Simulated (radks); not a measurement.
Results of a calculation; reference values are marked as such.
Excited configurations of the iodine ion I2+: one electron is placed in a higher orbital outside [Kr] 4d10 5s2 5p2. The ground configuration is [Kr] 4d10 5s2 5p3. Level of theory: scalar-relativistic Kohn-Sham, LDA (Slater exchange, Perdew-Wang correlation), spin-polarised, spherical densities, finite nucleus; open shells are filled with parallel spins first (spin-orbit coupling, left out, can overturn this in heavy ions); Fermi nuclear charge, rms radius 4.75 fm (a radial shooting solver on a logarithmic mesh with Libxc functionals). Excitation = E - E(ground); binding = E(ion) - E, where the ion is the core of charge +3; n* = 3/sqrt(2 binding) in atomic units, and the quantum defect is n - n*.

outer orbital  excitation (eV)  binding (eV)  quantum defect  eigenvalue (eV)
4f                      20.103        10.273           0.548           -7.212
5f                      23.577         6.799           0.756           -5.521
6p                      17.874        12.502           2.870          -10.618
6d                      21.887         8.490           2.202           -7.172
7s                      21.818         8.558           3.217           -7.404
7p                      23.128         7.248           2.890           -6.244
7d                      25.002         5.374           2.227           -4.616
7f                      27.039         3.337           0.943           -2.854

The Delta-SCF ionisation energy is 30.377 eV (NIST Atomic Spectra Database: 29.57 eV, measured). Self-interaction in the functional shifts the binding energies and quantum defects, so they are the method's values and not measured ones. Open shells are spherical and high-spin; term and fine-structure splittings are not resolved. Spin-orbit splitting is averaged out at the scalar-relativistic level.
